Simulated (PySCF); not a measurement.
Cu2, SMILES [Cu][Cu], multiplicity 1.

Coordinates come from a B3LYP-D3(BJ)/def2-TZVP optimisation. The spin state was assumed, not searched.

These are PySCF with B3LYP-D3(BJ)/def2-TZVP values and carry that method's errors.

Frequencies are harmonic and unscaled.

```csv
mode,ν (cm⁻¹),IR (km/mol),Raman (Å⁴/amu),depolarisation,moving atoms (share of kinetic energy)
1,242,0.0,41.2,0.29,Cu 100 %
```
